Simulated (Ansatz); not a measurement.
`[NH2][GeH2][SiH2]F` → `[NH2][GeH2][F]` + `[SiH2]`  (silylene formation by 1,1-elimination)

Gas-phase electronic energies from Ansatz, PBE0-D4/def2-TZVP geometries. CCSD(T)/CBS adds triple-zeta CCSD(T) − MP2 to the extrapolated MP2 energy (def2 sets, frozen cores). This one scheme is used for every species. Functionals use def2-TZVPP. B3LYP here is the variant with VWN-RPA as its local correlation; programs differ in this. For Ge outer-core shells are correlated without core-valence functions, which leaves a few kJ/mol of doubt a bond. Scalar relativity is left out up to krypton. Each species was taken in one conformer, which may not be the lowest.

Question: Is it downhill or uphill in electronic energy at CCSD(T)/CBS, and by how much? (Best estimate.)

Answer: Computed: Uphill: ΔE = +2.98 eV.

Question: What do these levels give: PBE-D4, PBE0-D4, ωB97M-V, B2PLYP, PBE, B3LYP, HF/def2-TZVPP, CCSD/def2-TZVPP, HF/def2-QZVPP, MP2/def2-QZVPP, HF/CBS(def2), MP2/CBS(def2)? (Estimate.)

Answer: The calculation gave: PBE-D4 3.02, PBE0-D4 3.11, ωB97M-V 2.88, B2PLYP 2.89, PBE 2.95, B3LYP 2.80, HF/def2-TZVPP 2.70, CCSD/def2-TZVPP 2.83, HF/def2-QZVPP 2.70, MP2/def2-QZVPP 3.11, HF/CBS(def2) 2.70, MP2/CBS(def2) 3.16 eV.

Largest T1 diagnostic among the species: 0.014.

The D4 term adds +0.12 eV with B3LYP and +0.07 eV with PBE0; it sums over pairs of atoms, weighted by their polarisabilities, and B3LYP, whose exchange is more repulsive, gets the larger term. In def2-TZVPP, CCSD(T) changes the Hartree–Fock value by +0.17 eV (the triples alone add +0.04 eV) and MP2 by +0.35 eV.
